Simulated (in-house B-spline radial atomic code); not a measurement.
**Binding energies in Br3+**

NIST's tabulated ground configuration is [Ar] 3d10 4s2 4p2; each binding energy is the energy of the ion with one electron taken from that subshell, relaxed, less that of the parent. Level of theory: Dirac-Hartree-Fock, average of configuration, Fermi nucleus of rms radius 4.1629 fm; calculated with a B-spline radial code for spherical atoms. Energies include first-order Breit, QED and recoil terms.

| subshell | X-ray name | binding energy (eV) | -ε (eV) | relaxation (eV) |
| --- | --- | --- | --- | --- |
| 1s | K | 13524.5 | 13604.8 | 50.3 |
| 2s | L1 | 1838.5 | 1865.4 | 24.3 |
| 3s | M1 | 309.5 | 316.0 | 6.1 |
| 3d3/2 | M4 | 118.6 | 124.9 | 6.2 |
| 3d5/2 | M5 | 117.6 | 123.7 | 6.1 |
| 4s | N1 | 59.5 | 60.01 | 0.48 |
| 4p | N2,3 | 45.3 | 45.66 | 0.34 |

Relaxation = -ε minus the binding energy without Breit, QED and recoil terms.

Problem. What does it cost to remove both a 3s and a 4p electron?

Solution. 371.01 eV, which is 16.22 eV more than the two single binding energies together.

Problem. What does it cost to remove both a 2s and a 4p electron?

Solution. 1900.5 eV, which is 16.71 eV more than the two single binding energies together.

Problem. What does it cost to remove both a 3d3/2 and a 4p electron?

Solution. 180.1 eV, which is 16.16 eV more than the two single binding energies together.
